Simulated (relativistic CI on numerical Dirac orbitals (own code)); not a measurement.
## Sensitivity of the levels of Rb XI to α and to the nuclear radius

Computed by Dirac-Coulomb-Breit CI, KLI orbitals optimised for each configuration, derivatives by finite differences, unscaled Slater integrals, QED left out (own radial code, finite nucleus).

Configurations in the expansion (outside the closed core [Ne]): 3s2.3p6.3d9, 3s2.3p5.3d10, 3s.3p6.3d10, 3s2.3p6.3d8.4s, 3s2.3p6.3d8.4p, 3s2.3p6.3d8.4d, 3s2.3p6.3d7.4s2, 3s2.3p6.3d7.4s.4p. Levels of other configurations are missing.

With x = (α/α₀)² − 1 an excitation energy changes as ω = ω₀ + qx; K = 2q/ω₀ is the relative enhancement. Terms are leading LS components, so labels can repeat. The field-shift factor is F = δν/δ⟨r²⟩ for the transition from the lowest level.

Lowest level 3s2.3p6.3d9 2D_5/2.

```csv
Level,ω₀ (cm⁻¹),q (cm⁻¹),F (GHz/fm²)
3s2.3p6.3d9 2D_3/2,12269,12140,0.0678
3s2.3p6.3d8.4s 4F_9/2,932998,-39890,20.5
3s2.3p6.3d8.4s 4F_7/2,938696,-36560,20.4
3s2.3p6.3d8.4s 4F_5/2,945747,-28010,20.5
3s2.3p6.3d8.4s 4F_3/2,949332,-26170,20.5
3s2.3p6.3d8.4s 2F_7/2,950141,-31770,20.2
3s2.3p6.3d8.4s 2F_5/2,958551,-29050,20.2
3s2.3p6.3d8.4s 4P_5/2,973001,-35290,20.5
3s2.3p6.3d8.4s 2D_3/2,976174,-34410,20.4
3s2.3p6.3d8.4s 4P_1/2,984164,-29150,20.6
3s2.3p6.3d8.4s 4P_3/2,984560,-27160,20.6
3s2.3p6.3d8.4s 2D_5/2,987181,-22510,20.5
3s2.3p6.3d8.4s 2P_3/2,994771,-26700,20.3
```

At this charge energies of transitions that change n are usually good to better than 1 %, and those within a shell (Δn = 0) to a few per cent.

Q: Which transition from the lowest level has the largest |K|?

A: 3s2.3p6.3d9 2D_3/2 at 12269 cm⁻¹, K = 1.98.
